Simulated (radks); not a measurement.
Q: P I, configuration [Ne] 3s2 3p3. Method: scalar-relativistic Kohn-Sham, PBE, spin-polarised, spherical densities, finite nucleus; open shells are filled with parallel spins first; Fermi nuclear charge, rms radius 3.1889 fm; computed with a radial shooting solver on a logarithmic mesh with Libxc functionals. Some entries of the table are withheld. Estimate them.

| orbital | occ. | eigenvalue (eV) | <r^2> (bohr^2) |
|---|---|---|---|
| 1s up | 1 | -2083.770 | 0.01445 |
| 1s down | 1 | -2083.474 | 0.01445 |
| 2s up | 1 | -173.6373 | 0.3223 |
| 2s down | 1 | -173.3306 | 0.3220 |
| 2p up | 3 | (1) | 0.2960 |
| 2p down | 3 | (2) | 0.2956 |
| 3s up | 1 | -14.8017 | 4.155 |
| 3s down | 1 | -12.0790 | 4.244 |
| 3p up | 3 | -6.2828 | (3) |
| 3p down | 0 | -3.7239 | (4) |

A: 
(1) 2p up eigenvalue (eV): -124.1923
(2) 2p down eigenvalue (eV): -123.7755
(3) 3p up <r^2> (bohr^2): 6.479
(4) 3p down <r^2> (bohr^2): 7.463
